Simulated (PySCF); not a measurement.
# Radial density of Ni⁺ (nickel, charge +1)

UHF, [Ar] 3d9, 2D determinant. All numbers are calculated (PySCF 2.14, scalar relativity by spin-free X2C-1e, in aug-cc-pVDZ-DK).

| r (bohr) | 4πr²ρ (e/bohr) | 4πr²(ρα − ρβ) |
| --- | --- | --- |
| 0.000960 | 0.2572 | 0.0000 |
| 0.00161 | 0.6443 | 0.0000 |
| 0.00271 | 1.580 | 0.0000 |
| 0.00457 | 3.736 | 0.0000 |
| 0.00768 | 8.319 | 0.0000 |
| 0.0129 | 16.64 | 0.0001 |
| 0.0217 | 27.68 | 0.0002 |
| 0.0365 | 34.04 | 0.0005 |
| 0.0615 | 29.00 | 0.0022 |
| 0.103 | 28.89 | 0.0139 |
| 0.174 | 38.45 | 0.0865 |
| 0.293 | 22.30 | 0.3979 |
| 0.492 | 18.06 | 0.9483 |
| 0.828 | 17.35 | 0.9149 |
| 1.39 | 4.872 | 0.3412 |
| 2.34 | 0.6770 | 0.0403 |
| 3.94 | 0.03277 | -0.0020 |
| 6.63 | 0.0001308 | 0.0000 |

Densities and radii are taken from the X2C orbitals without a picture-change correction, which distorts them close to the nucleus.

Problem. Where is the radial spin density 4πr²(ρα − ρβ) most negative, and why is it negative at all?

Solution. Around r = 3.94 bohr, down to -0.0020 e/bohr: exchange with the open shell polarises the paired shells in an unrestricted calculation.
